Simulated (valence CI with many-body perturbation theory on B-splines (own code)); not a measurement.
**Gd⁵⁰⁺: calculated level list**

Computed by valence CI with perturbative core correlation (CI+MBPT): four valence electrons over a frozen Dirac-Fock core [Ne], radial functions for each j: 11 s, 11 p, 10 d, 8 f, 5 g, 2 h, with the one-electron correlation potential Σ1, the two-electron term Σ2, the three-electron term Σ3, Breit, model QED; selected CI, second order for the rest, scaled by the run's own slope (own B-spline code, finite nucleus).

The last digits are not significant, and no measured levels were compared; by estimate large intervals hold to a few tenths of a per cent, small ones and those within an open d or f shell to about a per cent. Among the levels kept, up to 600 cm⁻¹ of a level comes from second order outside the variational space, and about a tenth of that is noise between levels of different J, which matters for small intervals.

Levels 91 to 135 of 178, with energies above the lowest level, (3s^2 3p1/2^2) J=0. "Leading %" is the weight of the configuration and term that name the level; weights of strongly mixed levels are sums over their largest components and can fall short. In the jj column 3d3/2^4 stands for four electrons in 3d with j = 3/2. Lifetimes count E1, E2, E3, M1 and M2 decay at the calculated energies, and are blank where another channel may lead or the interval is too uncertain; long ones can be off by a factor of two.

```
No.  Configuration  Term  J  E (eV)  Leading %                   Leading jj  Lifetime
 91      3s 3p2 3d    3D  1  880.87         48      3s 3p3/2^2 3d3/2 (87 %)    658 fs
 92      3s 3p 3d2   5F°  2  881.62         34      3s 3p1/2 3d3/2^2 (71 %)    751 fs
 93      3s 3p 3d2   5D°  1  881.76         42      3s 3p1/2 3d3/2^2 (84 %)   1.26 ps
 94      3s 3p2 3d    3F  4  883.89         52      3s 3p3/2^2 3d5/2 (84 %)   2.13 ps
 95      3s 3p2 3d    3P  0  886.13         74      3s 3p3/2^2 3d3/2 (64 %)    608 fs
 96      3s 3p 3d2   5P°  1  890.11         19  3s 3p1/2 3d3/2 3d5/2 (53 %)   3.01 ps
 97      3s 3p 3d2   5G°  3  890.57         20  3s 3p1/2 3d3/2 3d5/2 (62 %)   2.56 ps
 98      3s 3p 3d2   5G°  4  891.19         50  3s 3p1/2 3d3/2 3d5/2 (93 %)   6.44 ps
 99      3s 3p2 3d    3D  2  891.26         50      3s 3p3/2^2 3d3/2 (85 %)    691 fs
100      3s 3p2 3d    3F  3  892.54         36      3s 3p3/2^2 3d3/2 (82 %)    590 fs
101      3s 3p 3d2   5D°  2  894.62         30  3s 3p1/2 3d3/2 3d5/2 (75 %)   1.75 ps
102      3s 3p2 3d    3D  1  897.10         62      3s 3p3/2^2 3d3/2 (84 %)    573 fs
103      3s 3p 3d2   5P°  1  899.79         27  3s 3p1/2 3d3/2 3d5/2 (50 %)   2.20 ps
104      3s 3p2 3d    3F  2  901.75         27      3s 3p3/2^2 3d3/2 (83 %)    417 fs
105      3s 3p2 3d    3D  3  905.53         47      3s 3p3/2^2 3d5/2 (85 %)   1.47 ps
106      3s 3p2 3d    3P  1  905.54         36      3s 3p3/2^2 3d5/2 (82 %)    961 fs
107      3s 3p2 3d    3P  0  907.20         41      3s 3p3/2^2 3d5/2 (49 %)    949 fs
108      3s 3p 3d2   3G°  5  908.01         36  3s 3p1/2 3d3/2 3d5/2 (92 %)   5.65 ps
109      3s 3p 3d2   3G°  3  908.47         44  3s 3p1/2 3d3/2 3d5/2 (90 %)   3.26 ps
110      3s 3p 3d2   3H°  4  910.55         47  3s 3p1/2 3d3/2 3d5/2 (93 %)   4.07 ps
111      3s 3p 3d2   3F°  2  912.94         24  3s 3p1/2 3d3/2 3d5/2 (84 %)   3.09 ps
112      3s 3p 3d2   3D°  1  918.81         54  3s 3p1/2 3d3/2 3d5/2 (75 %)   2.10 ps
113      3s 3p2 3d    3D  3  919.04         79      3s 3p3/2^2 3d5/2 (96 %)   1.01 ps
114      3s 3p 3d2   3P°  0  920.40         38  3s 3p1/2 3d3/2 3d5/2 (78 %)   2.48 ps
115      3s 3p2 3d    3F  4  921.01         62      3s 3p3/2^2 3d5/2 (96 %)    796 fs
116      3s 3p 3d2   5D°  3  922.28         32  3s 3p1/2 3d3/2 3d5/2 (87 %)    920 fs
117      3s 3p2 3d    1D  2  925.68         39      3s 3p3/2^2 3d5/2 (82 %)   1.24 ps
118      3s 3p 3d2   5D°  4  925.92         41  3s 3p1/2 3d3/2 3d5/2 (72 %)   1.15 ps
119      3s 3p 3d2   5D°  2  927.61         25  3s 3p1/2 3d3/2 3d5/2 (92 %)    863 fs
120      3s 3p2 3d    1D  2  931.84         42      3s 3p3/2^2 3d5/2 (93 %)   1.10 ps
121      3s 3p2 3d    3D  3  933.09         48      3s 3p3/2^2 3d5/2 (90 %)    789 fs
122      3s 3p 3d2   3F°  2  936.27         25  3s 3p1/2 3d3/2 3d5/2 (79 %)    759 fs
123      3s 3p 3d2   3G°  3  937.87         37  3s 3p1/2 3d3/2 3d5/2 (90 %)   1.06 ps
124      3s 3p 3d2   3D°  1  942.15         36  3s 3p1/2 3d3/2 3d5/2 (78 %)    760 fs
125      3s 3p2 3d    3P  1  943.31         38      3s 3p3/2^2 3d5/2 (91 %)    655 fs
126      3s 3p 3d2   3F°  4  944.83         38      3s 3p1/2 3d5/2^2 (76 %)   2.25 ps
127      3s 3p 3d2   3D°  2  952.90         24      3s 3p1/2 3d5/2^2 (93 %)   2.63 ps
128      3s 3p 3d2   5G°  5  953.18         26      3s 3p1/2 3d5/2^2 (89 %)   4.47 ps
129      3s 3p2 3d    1D  2  954.81         43      3s 3p3/2^2 3d5/2 (90 %)    581 fs
130      3s 3p 3d2   3F°  3  963.65         28      3s 3p1/2 3d5/2^2 (93 %)   3.03 ps
131      3s 3p 3d2   3G°  4  965.26         28      3s 3p1/2 3d5/2^2 (85 %)   3.05 ps
132      3s 3p 3d2   3D°  3  968.42         28      3s 3p1/2 3d5/2^2 (76 %)   2.01 ps
133      3s 3p 3d2   3D°  2  971.73         30      3s 3p1/2 3d5/2^2 (81 %)   2.12 ps
134      3s 3p 3d2   3P°  1  975.23         31      3s 3p1/2 3d5/2^2 (82 %)   1.78 ps
135      3s 3p 3d2   3P°  0  975.97         74      3s 3p1/2 3d5/2^2 (89 %)   2.55 ps
```
